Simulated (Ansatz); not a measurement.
CH4FGaInN, SMILES `N=[C]([InH2])[GaH][F]`, relaxed with RKS PBE0-D4/def2-TZVP in Ansatz from a GFN2-xTB geometry. The force threshold is 0.005 eV/Å; the program also tests the step.

Charge 0, multiplicity 1. In: def2 effective core potential.

Start:

```xyz
9

N     0.848    0.539   -1.005
C     0.100    0.065   -0.135
In   -0.033    1.806    1.343
Ga   -0.602   -1.935   -0.417
F     0.072   -2.536   -1.944
H     1.118   -0.003   -1.835
H     1.003    3.037    0.691
H    -0.966    1.971    2.859
H    -1.539   -2.944    0.443
```

Task: How much energy does the relaxation release, and in how many steps? (Best estimate.)

Result: Ansatz gave: 39.52 kJ/mol, in 44 steps, 1 of them rejected.

Task: Which bonds change most? (An estimate is asked.)

Result: Computed: C2–Ga4 from 2.138 to 1.987 Å; C2–In3 from 2.287 to 2.174 Å; In3–H8 from 1.788 to 1.717 Å.

Task: Give the relaxed structure. (Best estimate.)

Result: Computed: 
```xyz
9

N     0.313    0.676   -1.055
C     0.003   -0.009   -0.022
In    0.015    1.778    1.218
Ga   -0.256   -1.974   -0.174
F     0.020   -2.415   -1.868
H     0.415    0.157   -1.935
H     1.546    2.251    1.835
H    -1.437    2.692    1.230
H    -0.620   -3.156    0.772
```
